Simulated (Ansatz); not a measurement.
**Molecular dynamics of Cl$_{3}$FSi**

The input (input.yaml):

```yaml
crystal:
  periodic: [false, false, false]
  atoms:
    - { symbol: Si, position_ang: [0.000337, 0.0, -0.014521] }
    - { symbol: F, position_ang: [0.000266, 0.0, 1.596137] }
    - { symbol: Cl, position_ang: [1.969756, 0.0, -0.706217] }
    - { symbol: Cl, position_ang: [-0.98408, 1.705601, -0.70665] }
    - { symbol: Cl, position_ang: [-0.98408, -1.705601, -0.70665] }
basis:
  gaussian: { orbitals: STO-3G }
hamiltonian:
  xc: pbe0
  dispersion: d4
md:
  timestep: 1.0
  n_steps: 166
  ensemble: nve
  temperature: 1000.0
  initial_velocities: maxwell_boltzmann
  seed: 788186
```

Launched with:

```bash
$ ansatz run input.yaml --threads 1 --pin off --max-ram 2048MiB --backend cpu --events-out ev --progress --plain --runs-dir out
```

It starts from a relaxed structure.

Output, in part (one step line in 6, the closing report, with atoms numbered from 0):

```
md step     0: t =     0.00 fs  T =  1000.0 K  F+E_penalty+E_count = -47611.34314430 eV  E_kin = 0.387780 eV  conserved = -47610.95536431 eV  (21 SCF iters)
md step     6: t =     6.00 fs  T =   802.1 K  F+E_penalty+E_count = -47611.26622596 eV  E_kin = 0.311049 eV  conserved = -47610.95517656 eV  (20 SCF iters)
md step    12: t =    12.00 fs  T =   497.6 K  F+E_penalty+E_count = -47611.14779999 eV  E_kin = 0.192954 eV  conserved = -47610.95484563 eV  (20 SCF iters)
md step    18: t =    18.00 fs  T =   469.1 K  F+E_penalty+E_count = -47611.13702660 eV  E_kin = 0.181921 eV  conserved = -47610.95510551 eV  (20 SCF iters)
md step    24: t =    24.00 fs  T =   444.2 K  F+E_penalty+E_count = -47611.12747754 eV  E_kin = 0.172236 eV  conserved = -47610.95524110 eV  (21 SCF iters)
md step    30: t =    30.00 fs  T =   246.1 K  F+E_penalty+E_count = -47611.05041862 eV  E_kin = 0.095415 eV  conserved = -47610.95500348 eV  (21 SCF iters)
md step    36: t =    36.00 fs  T =   137.4 K  F+E_penalty+E_count = -47611.00820961 eV  E_kin = 0.053292 eV  conserved = -47610.95491796 eV  (18 SCF iters)
md step    42: t =    42.00 fs  T =   241.6 K  F+E_penalty+E_count = -47611.04871070 eV  E_kin = 0.093706 eV  conserved = -47610.95500512 eV  (21 SCF iters)
md step    48: t =    48.00 fs  T =   432.1 K  F+E_penalty+E_count = -47611.12271971 eV  E_kin = 0.167573 eV  conserved = -47610.95514703 eV  (20 SCF iters)
md step    54: t =    54.00 fs  T =   521.1 K  F+E_penalty+E_count = -47611.15724083 eV  E_kin = 0.202080 eV  conserved = -47610.95516075 eV  (21 SCF iters)
md step    60: t =    60.00 fs  T =   516.6 K  F+E_penalty+E_count = -47611.15528361 eV  E_kin = 0.200339 eV  conserved = -47610.95494464 eV  (21 SCF iters)
md step    66: t =    66.00 fs  T =   673.0 K  F+E_penalty+E_count = -47611.21598905 eV  E_kin = 0.260993 eV  conserved = -47610.95499619 eV  (21 SCF iters)
md step    72: t =    72.00 fs  T =   909.7 K  F+E_penalty+E_count = -47611.30809046 eV  E_kin = 0.352772 eV  conserved = -47610.95531851 eV  (20 SCF iters)
md step    78: t =    78.00 fs  T =   845.3 K  F+E_penalty+E_count = -47611.28308629 eV  E_kin = 0.327799 eV  conserved = -47610.95528765 eV  (21 SCF iters)
md step    84: t =    84.00 fs  T =   520.6 K  F+E_penalty+E_count = -47611.15684917 eV  E_kin = 0.201867 eV  conserved = -47610.95498233 eV  (21 SCF iters)
md step    90: t =    90.00 fs  T =   343.0 K  F+E_penalty+E_count = -47611.08785608 eV  E_kin = 0.132997 eV  conserved = -47610.95485917 eV  (18 SCF iters)
md step    96: t =    96.00 fs  T =   448.8 K  F+E_penalty+E_count = -47611.12923267 eV  E_kin = 0.174044 eV  conserved = -47610.95518862 eV  (21 SCF iters)
md step   102: t =   102.00 fs  T =   451.5 K  F+E_penalty+E_count = -47611.13034311 eV  E_kin = 0.175073 eV  conserved = -47610.95527030 eV  (20 SCF iters)
md step   108: t =   108.00 fs  T =   238.6 K  F+E_penalty+E_count = -47611.04747854 eV  E_kin = 0.092527 eV  conserved = -47610.95495132 eV  (21 SCF iters)
md step   114: t =   114.00 fs  T =   184.1 K  F+E_penalty+E_count = -47611.02625647 eV  E_kin = 0.071392 eV  conserved = -47610.95486443 eV  (20 SCF iters)
md step   120: t =   120.00 fs  T =   401.7 K  F+E_penalty+E_count = -47611.11090051 eV  E_kin = 0.155775 eV  conserved = -47610.95512591 eV  (21 SCF iters)
md step   126: t =   126.00 fs  T =   569.8 K  F+E_penalty+E_count = -47611.17619827 eV  E_kin = 0.220959 eV  conserved = -47610.95523912 eV  (21 SCF iters)
md step   132: t =   132.00 fs  T =   546.7 K  F+E_penalty+E_count = -47611.16704235 eV  E_kin = 0.212006 eV  conserved = -47610.95503659 eV  (24 SCF iters)
md step   138: t =   138.00 fs  T =   573.1 K  F+E_penalty+E_count = -47611.17722809 eV  E_kin = 0.222249 eV  conserved = -47610.95497906 eV  (21 SCF iters)
md step   144: t =   144.00 fs  T =   720.9 K  F+E_penalty+E_count = -47611.23469773 eV  E_kin = 0.279534 eV  conserved = -47610.95516407 eV  (20 SCF iters)
md step   150: t =   150.00 fs  T =   780.6 K  F+E_penalty+E_count = -47611.25796473 eV  E_kin = 0.302714 eV  conserved = -47610.95525072 eV  (20 SCF iters)
md step   156: t =   156.00 fs  T =   626.0 K  F+E_penalty+E_count = -47611.19797952 eV  E_kin = 0.242764 eV  conserved = -47610.95521552 eV  (20 SCF iters)
md step   162: t =   162.00 fs  T =   381.6 K  F+E_penalty+E_count = -47611.10279853 eV  E_kin = 0.147959 eV  conserved = -47610.95483917 eV  (23 SCF iters)
md step   166: t =   166.00 fs  T =   391.7 K  F+E_penalty+E_count = -47611.10680932 eV  E_kin = 0.151878 eV  conserved = -47610.95493104 eV  (21 SCF iters)
Total energy: -47611.10682226 eV, -1749.6759037509 hartree
Atom 0 at     0.023513    -0.026071    -0.112582 Å, force     1.089423     1.741191     1.890926 eV/Å
Atom 1 at    -0.101694    -0.015562     1.517632 Å, force     0.571153     0.049440    -0.562562 eV/Å
Atom 2 at     2.068864    -0.000873    -0.714180 Å, force    -1.009127    -0.037490     0.137656 eV/Å
Atom 3 at    -1.026309     1.699815    -0.657354 Å, force     0.198061     0.036714    -0.415887 eV/Å
Atom 4 at    -1.004676    -1.669947    -0.628222 Å, force    -0.849511    -1.789854    -1.050133 eV/Å
Dipole moment:     0.041065    -0.066254     0.198645 e Å
```

The run went to its last step. The conserved energy stayed within 0.11 meV per atom of its start (net change 0.087 meV per atom), so the integration is sound. Over the second half the temperature averaged 0.48 of the 1000 K drawn at the start: a run that starts near a minimum puts about half its kinetic energy into the potential. A run of 0.17 ps of so small a system gives no equilibrium averages. Limits of this set-up: minimal basis.

The same pairs are bonded in the first frame and the last. Pairs count as bonded within 1.25 times the sum of covalent radii (0.12 Å more for H–H).

Last frame:

```xyz
5
Properties=species:S:1:pos:R:3
Si 0.024 -0.026 -0.113
F -0.102 -0.016 1.518
Cl 2.069 -0.001 -0.714
Cl -1.026 1.700 -0.657
Cl -1.005 -1.670 -0.628
```

The run took 4.6 min on 1 thread of AMD EPYC 7R43 64-Core Processor (Zen 3), on a shared host, peak memory 0.12 GiB.
